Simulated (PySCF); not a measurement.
## Spinor energies of Sb⁵⁺ (antimony, charge +5)

Start: [Kr] 4d10. Calculated with PySCF 2.14 in x2c-TZVPPall-2c with one added diffuse shell each of s, p, d, f type (9s10p6d3f, 90 functions): generalised Hartree-Fock with the X2C-1e Hamiltonian and a Gaussian nucleus; spin-orbit coupling (SO) screened by Boettger's factors.

```json
{"spinor shell": "1s1/2", "electrons": "2", "ε, screened SO (eV)": "-30699.0", "weight of nominal j (screened SO)": "1.000", "rms radius, screened SO (bohr)": "0.0325"}
{"spinor shell": "2s1/2", "electrons": "2", "ε, screened SO (eV)": "-4814.7", "weight of nominal j (screened SO)": "1.000", "rms radius, screened SO (bohr)": "0.133"}
{"spinor shell": "2p1/2", "electrons": "2", "ε, screened SO (eV)": "-4496.9", "weight of nominal j (screened SO)": "1.000", "rms radius, screened SO (bohr)": "0.115"}
{"spinor shell": "2p3/2", "electrons": "4", "ε, screened SO (eV)": "-4242.6", "weight of nominal j (screened SO)": "1.000", "rms radius, screened SO (bohr)": "0.120"}
{"spinor shell": "3s1/2", "electrons": "2", "ε, screened SO (eV)": "-1030.3", "weight of nominal j (screened SO)": "1.000", "rms radius, screened SO (bohr)": "0.352"}
{"spinor shell": "3p1/2", "electrons": "2", "ε, screened SO (eV)": "-899.04", "weight of nominal j (screened SO)": "1.000", "rms radius, screened SO (bohr)": "0.345"}
{"spinor shell": "3p3/2", "electrons": "4", "ε, screened SO (eV)": "-850.59", "weight of nominal j (screened SO)": "1.000", "rms radius, screened SO (bohr)": "0.356"}
{"spinor shell": "3d3/2", "electrons": "4", "ε, screened SO (eV)": "-620.77", "weight of nominal j (screened SO)": "1.000", "rms radius, screened SO (bohr)": "0.329"}
{"spinor shell": "3d5/2", "electrons": "6", "ε, screened SO (eV)": "-610.92", "weight of nominal j (screened SO)": "1.000", "rms radius, screened SO (bohr)": "0.332"}
{"spinor shell": "4s1/2", "electrons": "2", "ε, screened SO (eV)": "-232.44", "weight of nominal j (screened SO)": "1.000", "rms radius, screened SO (bohr)": "0.843"}
{"spinor shell": "4p1/2", "electrons": "2", "ε, screened SO (eV)": "-186.02", "weight of nominal j (screened SO)": "1.000", "rms radius, screened SO (bohr)": "0.890"}
{"spinor shell": "4d3/2", "electrons": "4", "ε, screened SO (eV)": "-100.96", "weight of nominal j (screened SO)": "1.000", "rms radius, screened SO (bohr)": "1.07"}
{"spinor shell": "4d5/2", "electrons": "6", "ε, screened SO (eV)": "-99.590", "weight of nominal j (screened SO)": "1.000", "rms radius, screened SO (bohr)": "1.08"}
```

Where does 4p3/2 lie, and what is the 4p spin-orbit splitting (screened SO)?

At -176.96 eV, 9.066 eV above 4p1/2.

```
   quantity  screened SO
E (hartree)  -6473.53752
        M_J            0
       ⟨J²⟩        0.000
       ⟨L²⟩        0.019
       ⟨S²⟩        0.019
```

Breit and QED terms are absent; they matter most for the inner s and p1/2 levels.

Densities and radii are taken from the X2C orbitals without a picture-change correction, which distorts them close to the nucleus.
